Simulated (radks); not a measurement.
Task: Ag+, 46 electrons, occupied as [Kr] 4d10. All-electron calculation, scalar-relativistic Kohn-Sham, PBE, spin-unpolarised, spherical densities, finite nucleus; Fermi nuclear charge, rms radius 4.5454 fm. Program: a radial shooting solver on a logarithmic mesh with Libxc functionals. Some entries of the table are withheld. Estimate them.

orbital,occ.,eigenvalue (eV),r(max) (bohr)
1s,2,(1),0.02016
2s,2,-3737.471,0.1140
2p,6,-3353.313,0.09114
3s,2,-691.8121,0.3326
3p,6,(2),0.3258
3d,10,-366.5899,(3)
4s,2,(4),0.8228
4p,6,(5),0.8772
4d,10,(6),1.037

Result: 
(1) 1s eigenvalue (eV): -25337.38
(2) 3p eigenvalue (eV): -565.6157
(3) 3d r(max) (bohr): 0.2739
(4) 4s eigenvalue (eV): -103.2715
(5) 4p eigenvalue (eV): -66.8242
(6) 4d eigenvalue (eV): -15.6388
